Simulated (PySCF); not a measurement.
PySCF input file for C5H5F, SMILES C=C=C/C=C/F, PBE-D3(BJ)/def2-SVP. The structure is a stationary point at PBE-D3(BJ)/def2-SVP. The structure was generated by enumeration; whether it is a known compound was not checked. One conformer was computed; it need not be the lowest.

```python
import numpy as np
from pyscf import gto, scf, dft, df
from pyscf.hessian import thermo

mol = gto.M(
    atom='''
    C    -0.77258618    2.66092110    0.00000000
    C     0.13077218    1.70524519   -0.00000000
    C     1.04333473    0.74004600   -0.00000000
    C     0.80603363   -0.70756768    0.00000000
    C    -0.40589127   -1.29834400   -0.00000000
    F    -0.54379170   -2.63254511   -0.00000000
    H    -1.16953091    3.08381804    0.94099991
    H    -1.16953090    3.08381803   -0.94099991
    H     2.10403776    1.05120431    0.00000000
    H     1.69035982   -1.36401183    0.00000000
    H    -1.37118905   -0.76372625   -0.00000000
    ''',
    basis='def2-SVP',
    charge=0,
    spin=0,
    max_memory=1600,
    verbose=3,
)
mf = dft.RKS(mol, xc='pbe').density_fit(auxbasis='def2-universal-jkfit')
mf.disp = 'd3bj'
mf.grids.level = 3
mf.conv_tol = 1e-11
mf.max_cycle = 100
mf.kernel()

# analytic Hessian; the response equations are solved on a coarser grid
h, args, fine = mf.Hessian(), (mf.mo_energy, mf.mo_coeff, mf.mo_occ), mf.grids
h.max_memory = max(150, 2.5e-5 * df.make_auxmol(mol, mf.with_df.auxbasis).nao * mol.nelec[0] * (mol.nelec[0] + mol.nao))  # MB; small integral blocks
h1ao = h.make_h1(mf.mo_coeff, mf.mo_occ)
mf.grids = dft.Grids(mol).set(level=1).build(with_non0tab=True)
mo1, mo_e1 = h.solve_mo1(*args, h1ao)
mf.grids = fine
hess = h.hess_elec(*args, mo1, mo_e1, h1ao) + h.hess_nuc()
if mf.do_disp():
    hess += h.get_dispersion()
for i in range(mol.natm):  # the analytic DFT Hessian lacks the response of the grid: restore translational invariance
    hess[i, i] -= hess[i].sum(axis=0)
hess = (hess + hess.transpose(1, 0, 3, 2)) / 2
vib = thermo.harmonic_analysis(mol, hess, imaginary_freq=False)
thermo.dump_normal_mode(mol, vib)
th = thermo.thermo(mf, vib['freq_au'][vib['freq_au'] > 0], 298.15, 101325)
thermo.dump_thermo(mol, th)
g0 = mf.nuc_grad_method().set(verbose=0).kernel()

# dipole derivatives [dipole axis, atom, xyz] from the same response
r, irp = mol.intor('int1e_r'), mol.intor('int1e_irp').reshape(3, 3, mol.nao, mol.nao)
sl, dm0, ok = mol.aoslice_by_atom(), np.array(mf.make_rdm1()), []
dmu = np.einsum('a,xt->xat', mol.atom_charges(), np.eye(3))
for a, (_, _, p0, p1) in enumerate(sl):
    dmu[:, a] += 2 * np.einsum('xtij,ij->xt', irp[:, :, :, p0:p1], dm0.reshape(-1, mol.nao, mol.nao).sum(0)[:, p0:p1])
    for u, c, occ, f in [(mo1, mf.mo_coeff, mf.mo_occ, 4)]:
        dmu[:, a] -= f * np.einsum('tui,xuv,vi->xt', u[a], r, c[:, occ > 0], optimize=True)
L = vib['norm_mode']
ir = 974.8801 * (np.einsum('xat,kat->kx', dmu, L) ** 2).sum(1)       # km/mol
apt = np.einsum('xax->a', dmu) / 3
print('mode   freq/cm-1   IR/(km/mol)')
for k, w in enumerate(vib['freq_wavenumber']):
    print(f'{k + 1:4d} {w:11.2f} {ir[k]:13.3f}')
print('max |gradient| / (hartree/bohr):', abs(g0).max())
print('APT charges:', apt.round(4))
```

Program output:

```
[...]
Mode                                 6                   7                   8
Irrep
Freq [cm^-1]                      582.8488            697.3830            819.2242
Reduced mass [au]                   1.8389              6.1501              1.8216
Force const [Dyne/A]                0.3681              1.7623              0.7203
Char temp [K]                     838.5896           1003.3788           1178.6812
Normal mode                   x     y     z       x     y     z       x     y     z
       0   C                 0.00  0.00 -0.01   -0.04  0.02 -0.00   -0.00 -0.00  0.00
       1   C                -0.00 -0.00 -0.06    0.08  0.11  0.00    0.00  0.00  0.00
       2   C                -0.00  0.00  0.17   -0.13 -0.11  0.00   -0.00 -0.00  0.01
       3   C                 0.00  0.00 -0.06    0.04 -0.12 -0.00   -0.00  0.00 -0.14
       4   C                 0.00 -0.00 -0.05    0.01  0.02 -0.00    0.00 -0.00  0.15
       5   F                -0.00 -0.00  0.02    0.04  0.07  0.00   -0.00  0.00 -0.02
       6   H                 0.40  0.25  0.05   -0.08 -0.00 -0.00    0.11  0.11 -0.00
       7   H                -0.40 -0.25  0.05   -0.08 -0.00  0.00   -0.11 -0.11 -0.00
       8   H                -0.00  0.00 -0.09   -0.10 -0.20 -0.00   -0.00 -0.00  0.20
       9   H                 0.00  0.00 -0.22    0.04 -0.10 -0.00    0.00  0.00  0.46
      10   H                 0.00 -0.00  0.08    0.06  0.10  0.00    0.00  0.00 -0.46
Mode                                 9                  10                  11
Irrep
Freq [cm^-1]                      823.4678            867.7183            914.1362
Reduced mass [au]                   1.3171              1.1898              1.0940
Force const [Dyne/A]                0.5262              0.5278              0.5386
Char temp [K]                    1184.7868           1248.4534           1315.2385
Normal mode                   x     y     z       x     y     z       x     y     z
       0   C                -0.10 -0.10  0.00   -0.00  0.00 -0.01    0.00 -0.00 -0.01
       1   C                 0.03  0.02 -0.00   -0.00 -0.00 -0.02    0.00 -0.00  0.00
       2   C                 0.00  0.00  0.00    0.00  0.00  0.10   -0.00 -0.00  0.02
       3   C                -0.00  0.00  0.00    0.00 -0.00 -0.03   -0.00  0.00 -0.06
       4   C                 0.00 -0.00 -0.00   -0.00  0.00  0.04    0.00 -0.00 -0.05
       5   F                -0.00 -0.00  0.00    0.00 -0.00 -0.00   -0.00  0.00 -0.00
       6   H                 0.44  0.42 -0.00   -0.21 -0.22  0.00   -0.01 -0.05  0.01
       7   H                 0.44  0.42  0.00    0.21  0.22  0.00    0.01  0.05  0.01
       8   H                 0.01 -0.01  0.00    0.00 -0.00 -0.76   -0.00 -0.00 -0.18
       9   H                 0.00  0.01 -0.00   -0.00 -0.00 -0.03    0.00  0.00  0.70
      10   H                 0.00  0.00  0.00   -0.00  0.00 -0.27    0.00 -0.00  0.61
Mode                                12                  13                  14
Irrep
Freq [cm^-1]                      927.3824            947.9825           1106.1668
Reduced mass [au]                   2.7833              1.5131              1.5297
Force const [Dyne/A]                1.4104              0.8011              1.1028
Char temp [K]                    1334.2968           1363.9358           1591.5277
Normal mode                   x     y     z       x     y     z       x     y     z
       0   C                 0.08 -0.09 -0.00    0.00 -0.00  0.13   -0.05  0.06 -0.00
       1   C                 0.04 -0.01  0.00    0.00 -0.00 -0.11   -0.03 -0.04  0.00
       2   C                -0.14 -0.03 -0.00   -0.00 -0.00  0.02    0.07 -0.05 -0.00
       3   C                -0.05  0.13  0.00   -0.00  0.00 -0.00   -0.05  0.05  0.00
       4   C                 0.06 -0.02  0.00    0.00 -0.00 -0.00    0.05 -0.06  0.00
       5   F                -0.01  0.01  0.00   -0.00  0.00  0.00   -0.00  0.04  0.00
       6   H                 0.11 -0.14  0.03   -0.35  0.39 -0.20   -0.12  0.14 -0.05
       7   H                 0.11 -0.14 -0.03    0.35 -0.39 -0.20   -0.12  0.14  0.05
       8   H                -0.12 -0.10 -0.00   -0.00 -0.00  0.01    0.25 -0.68  0.00
       9   H                 0.17  0.43 -0.00    0.00  0.00  0.02    0.03  0.16 -0.00
      10   H                 0.07 -0.01 -0.00    0.00 -0.00  0.04    0.07 -0.04 -0.00
Mode                                15                  16                  17
Irrep
Freq [cm^-1]                     1180.0372           1238.3695           1282.4347
Reduced mass [au]                   3.1473              1.4330              1.3264
Force const [Dyne/A]                2.5821              1.2948              1.2852
Char temp [K]                    1697.8108           1781.7380           1845.1380
Normal mode                   x     y     z       x     y     z       x     y     z
       0   C                 0.01 -0.01  0.00    0.01 -0.01  0.00   -0.01  0.00 -0.00
       1   C                 0.00  0.01 -0.00   -0.00  0.01 -0.00    0.02 -0.01  0.00
       2   C                 0.01  0.04 -0.00   -0.05 -0.01 -0.00   -0.01 -0.07  0.00
       3   C                -0.05 -0.03  0.00   -0.01  0.09 -0.00    0.09  0.05  0.00
       4   C                 0.05 -0.17  0.00    0.11  0.04 -0.00   -0.01  0.07 -0.00
       5   F                -0.01  0.12  0.00   -0.02 -0.03 -0.00   -0.02 -0.01  0.00
       6   H                 0.04 -0.04  0.02    0.03 -0.04  0.02   -0.10  0.10 -0.08
       7   H                 0.04 -0.04 -0.02    0.03 -0.04 -0.02   -0.10  0.10  0.08
       8   H                -0.06  0.27  0.00   -0.01 -0.15  0.00   -0.04  0.02 -0.00
       9   H                -0.13 -0.15 -0.00   -0.52 -0.60  0.00    0.07  0.02  0.00
      10   H                -0.06 -0.38 -0.00    0.09 -0.02  0.00   -0.43 -0.70  0.00
Mode                                18                  19                  20
Irrep
Freq [cm^-1]                     1313.3777           1421.9867           1676.4911
Reduced mass [au]                   1.2941              2.1975              6.1453
Force const [Dyne/A]                1.3153              2.6180             10.1765
Char temp [K]                    1889.6580           2045.9223           2412.0974
Normal mode                   x     y     z       x     y     z       x     y     z
       0   C                 0.00 -0.01 -0.00   -0.10  0.10  0.00   -0.00  0.00 -0.00
       1   C                 0.05 -0.03  0.00    0.01  0.00 -0.00    0.00 -0.01  0.00
       2   C                 0.02 -0.10  0.00    0.07 -0.15 -0.00    0.02  0.02  0.00
       3   C                -0.05  0.05  0.00   -0.02  0.05 -0.00   -0.15 -0.12  0.00
       4   C                 0.02 -0.02  0.00    0.01  0.00 -0.00    0.15  0.13 -0.00
       5   F                 0.00 -0.00  0.00   -0.00 -0.00 -0.00   -0.01 -0.02 -0.00
       6   H                -0.29  0.30 -0.24    0.20 -0.22  0.27   -0.00  0.01 -0.01
       7   H                -0.29  0.30  0.24    0.20 -0.22 -0.27   -0.00  0.01  0.01
       8   H                -0.13  0.44 -0.00   -0.05  0.28  0.00    0.00  0.07 -0.00
       9   H                -0.08  0.03  0.00    0.00  0.09 -0.00    0.04  0.18  0.00
      10   H                 0.16  0.21 -0.00    0.02  0.01  0.00   -0.00 -0.22  0.00
Mode                                21                  22                  23
Irrep
Freq [cm^-1]                     1999.4348           3036.1754           3068.5158
Reduced mass [au]                  10.1601              1.0597              1.0868
Force const [Dyne/A]               23.9310              5.7556              6.0292
Char temp [K]                    2876.7415           4368.3803           4414.9110
Normal mode                   x     y     z       x     y     z       x     y     z
       0   C                 0.08 -0.08 -0.00    0.05 -0.05  0.00   -0.00  0.00 -0.00
       1   C                -0.16  0.17  0.00   -0.00  0.01  0.00   -0.00  0.00 -0.00
       2   C                 0.07 -0.09 -0.00    0.00  0.00  0.00    0.08  0.02 -0.00
       3   C                -0.01  0.00  0.00   -0.00 -0.00 -0.00   -0.01  0.00 -0.00
       4   C                 0.01  0.00  0.00    0.00  0.00 -0.00    0.00 -0.00  0.00
       5   F                -0.00 -0.00  0.00   -0.00 -0.00 -0.00    0.00  0.00  0.00
       6   H                 0.03 -0.03 -0.07   -0.24  0.25  0.59    0.01 -0.01 -0.02
       7   H                 0.03 -0.03  0.07   -0.24  0.25 -0.59    0.01 -0.01  0.02
       8   H                 0.05  0.03 -0.00   -0.04 -0.01  0.00   -0.91 -0.26  0.00
       9   H                 0.01  0.02  0.00    0.00 -0.00 -0.00    0.07 -0.05  0.00
      10   H                 0.01 -0.00  0.00    0.01 -0.00 -0.00   -0.02  0.01  0.00
Mode                                24                  25                  26
Irrep
Freq [cm^-1]                     3114.9693           3115.3367           3123.5757
Reduced mass [au]                   1.0936              1.1155              1.0918
Force const [Dyne/A]                6.2519              6.3787              6.2763
Char temp [K]                    4481.7473           4482.2759           4494.1300
Normal mode                   x     y     z       x     y     z       x     y     z
       0   C                 0.00 -0.00 -0.00    0.00 -0.00 -0.09    0.00 -0.00  0.00
       1   C                -0.00  0.00 -0.00   -0.00  0.00 -0.00   -0.00  0.00  0.00
       2   C                -0.00 -0.00 -0.00   -0.00  0.00 -0.00    0.01  0.00  0.00
       3   C                -0.00 -0.01 -0.00    0.00  0.00 -0.00    0.07 -0.05 -0.00
       4   C                 0.08 -0.03 -0.00   -0.00  0.00 -0.00   -0.01 -0.00  0.00
       5   F                -0.00 -0.00 -0.00    0.00  0.00 -0.00    0.00  0.00  0.00
       6   H                -0.00  0.00  0.00   -0.24  0.26  0.56    0.00 -0.00  0.00
       7   H                -0.00  0.00 -0.00    0.24 -0.26  0.56    0.00 -0.00 -0.00
       8   H                 0.01  0.00 -0.00    0.00 -0.00 -0.00   -0.08 -0.03  0.00
       9   H                -0.06  0.04  0.00    0.00 -0.00  0.00   -0.77  0.56  0.00
      10   H                -0.84  0.45  0.00    0.00 -0.00  0.00    0.05 -0.03  0.00
temperature 298.1500 [K]
pressure 101325.00 [Pa]
Rotational constants [GHz] 10.22954 1.63800 1.42614
Symmetry number 1
Zero-point energy (ZPE) 0.07914 [Eh]   207787.141 [J/mol]
                           tot       elec      trans        rot        vib
Entropy [J/mol/K]       338.413      0.000    164.019    112.968     61.425
Cv [J/mol/K]             94.252      0.000     12.472     12.472     69.309
Cp [J/mol/K]            102.566      0.000     20.786     12.472     69.309
Internal energy [J/mol]                      3718.434   3718.434 217811.874
Internal energy [Eh]   -292.64695  -292.73275
Enthalpy [J/mol]                             6197.391   3718.434 217811.874
Enthalpy [Eh]          -292.64601
Gibbs free energy [J/mol]                  -42705.010 -29963.049 199498.064
Gibbs free energy [Eh] -292.68444
mode   freq/cm-1   IR/(km/mol)
   1       69.33         0.983
   2      110.46         0.115
   3      260.71         0.589
   4      295.69         4.542
   5      298.51         6.176
   6      447.59         0.148
   7      582.85         1.178
   8      697.38        48.287
   9      819.22         3.638
  10      823.47        47.233
  11      867.72        25.601
  12      914.14        30.255
  13      927.38         3.456
  14      947.98         0.000
  15     1106.17        15.549
  16     1180.04       137.778
  17     1238.37        11.822
  18     1282.43         0.206
  19     1313.38         0.254
  20     1421.99         4.211
  21     1676.49       102.020
  22     1999.43        37.206
  23     3036.18         5.657
  24     3068.52         3.102
  25     3114.97         8.652
  26     3115.34         0.614
  27     3123.58         6.632
max |gradient| / (hartree/bohr): 2.3386887257111744e-05
APT charges: [-0.1717  0.0668 -0.0043 -0.0865  0.5707 -0.5951  0.0431  0.0431  0.0398
  0.0479  0.0464]
```

Self-consistency was reached.

Cost: around 2.5 core-minutes (rough).
